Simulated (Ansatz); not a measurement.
The cluster Sn₄Te₉⁻, relaxed as a doublet with UKS r2SCAN-D4/def2-SVP in Ansatz, starting from the GFN2-xTB geometry. Force threshold 0.03 eV/Å.

In the def2 sets Sn, Te take a core potential; there is no spin–orbit coupling. Another isomer (doublet) lies 0.70 eV lower at PBE0-D4/def2-TZVP; other spin states weren't run for this one.

Start:

```tsv
atom	x (Å)	y (Å)	z (Å)
Sn1	-4.6870	-4.9496	4.0838
Sn2	5.1882	2.5327	-3.5969
Sn3	-1.6634	0.6389	-0.1040
Sn4	0.1306	2.0513	-1.3574
Te5	-3.9082	-3.2918	2.7701
Te6	-2.3238	-2.2177	1.7993
Te7	-0.8493	-1.0745	0.7998
Te8	-6.1546	-3.5708	3.2465
Te9	2.0840	1.1308	-1.1698
Te10	5.7098	3.5054	-1.7455
Te11	2.1017	3.1408	-2.4631
Te12	0.5852	0.0558	-0.1933
Te13	3.7869	2.0486	-2.0696
```

| step | energy (eV) | largest force component (eV/Å) | SCF passes |
| --- | --- | --- | --- |
| 1 | -88937.6669 | 33.958 | 62 |
| 2 | -88964.1839 | 14.166 | 84 |
| 3 | -88977.9181 | 8.920 | 49 |
| 4 | -88987.3819 | 5.576 | 64 |
| 5 | -88994.6808 | 5.372 | 112 |
| 6 | -88999.6620 | 5.741 | 51 |
| 7 | -89003.2135 | 4.862 | 43 |
| 8 | -89005.7431 | 3.201 | 45 |
| 9 | -89007.5094 | 2.524 | 44 |
| 10 | -89008.8735 | 2.467 | 46 |
| 11 | -89009.8495 | 2.335 | 61 |
| 14 | -89012.1429 | 0.828 | 38 |
| 17 | -89013.1241 | 0.362 | 35 |
| 20 | -89013.7666 | 0.370 | 42 |
| 23 | -89014.2507 | 0.435 | 35 |
| 26 | -89014.5631 | 0.125 | 34 |
| 29 | -89014.6219 | 0.071 | 27 |
| 32 | -89014.6528 | 0.158 | 33 |
| 35 | -89014.7210 | 0.178 | 34 |
| 38 | -89014.7737 | 0.161 | 35 |
| 41 | -89014.8863 | 0.151 | 34 |
| 44 | -89015.0131 | 0.122 | 37 |
| 47 | -89015.0794 | 0.177 | 34 |
| 50 | -89015.1060 | 0.035 | 35 |
| 53 | -89015.1215 | 0.034 | 27 |
| 56 | -89015.1269 | 0.081 | 28 |
| 57 | -89015.1295 | 0.023 | 29 |

Force components are those of the run's own axes.

End:

| atom | x (Å) | y (Å) | z (Å) |
| --- | --- | --- | --- |
| Sn1 | -5.441 | -4.086 | 1.972 |
| Sn2 | 3.422 | 2.847 | -3.828 |
| Sn3 | -0.027 | -0.013 | 1.106 |
| Sn4 | -0.650 | 3.022 | -1.598 |
| Te5 | -3.506 | -2.057 | 2.193 |
| Te6 | -0.970 | -2.842 | 0.992 |
| Te7 | 1.179 | -2.968 | 2.853 |
| Te8 | -6.692 | -1.870 | 2.833 |
| Te9 | 0.310 | 0.360 | -1.791 |
| Te10 | 5.091 | 3.256 | -1.471 |
| Te11 | 1.182 | 4.502 | -3.002 |
| Te12 | 2.639 | -1.150 | 1.334 |
| Te13 | 3.463 | 1.000 | -1.593 |

Bonds lost: Sn3–Te7, Sn4–Te12, Te9–Te11, Te9–Te12, Te11–Te13 (atoms count from 1). Bonds formed: Sn3–Te9 (atoms count from 1). Metal–metal contacts that move far: Sn3–Sn4 2.60 to 4.11 Å.

No frequencies were taken in this run, so the end may be a saddle point.

It took 4.9 min on 2 threads of AMD EPYC 7R13 on a shared host and a share (18 GiB) of an NVIDIA H100 80GB HBM3, peak host memory 1.2 GiB.
